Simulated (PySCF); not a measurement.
Krypton: a sound run and one with changed settings

Sound run: Kr⁺ [Ar] 3d10 4s2 4p5, Kr²⁺ [Ar] 3d10 4s2 4p4. Computed with PySCF 2.14 in x2c-SVPall (5s4p3d, 32 functions), with scalar relativity by spin-free X2C-1e. In the sound run the correlated levels freeze [Ar] 3d10. The sound run starts from symmetry-adapted Hartree-Fock orbitals and uses a fine grid where one is needed.

Changed run: the non-relativistic Hamiltonian (point nucleus). This setting is unsound on purpose.

```csv
species,method,sound run (hartree),changed run (hartree),converged
Kr⁺,UHF,-2787.20387,-2734.08074,yes
Kr⁺,TPSS,-2788.91952,-2735.80402,yes
Kr⁺,M06-L,-2788.91240,-2735.79217,yes
Kr⁺,MP2,-2787.30440,-2734.18200,yes
Kr⁺,CCSD(T),-2787.32022,-2734.19852,yes
Kr²⁺,UHF,-2786.34367,-2733.21583,yes
Kr²⁺,TPSS,-2788.02010,-2734.89932,yes
Kr²⁺,M06-L,-2788.01512,-2734.88965,yes
Kr²⁺,MP2,-2786.42276,-2733.29603,yes
Kr²⁺,CCSD(T),-2786.43989,-2733.31416,yes
```

Ionisation energy of Kr⁺:

| method | sound run (eV) | changed run (eV) |
| --- | --- | --- |
| UHF | 23.407 | 23.536 |
| TPSS | 24.474 | 24.618 |
| M06-L | 24.416 | 24.559 |
| MP2 | 23.991 | 24.108 |
| SCS-MP2 | 23.967 | 24.085 |
| CCSD | 23.949 | 24.060 |
| CCSD(T) | 23.955 | 24.065 |

Most of the change in total energy is the relativistic energy itself. On top of that the contraction fixes the core shape for the Hamiltonian it was made with, so the changed run is not a good calculation with the other Hamiltonian either.

For comparison, NIST gives 24.360 eV between the lowest levels.
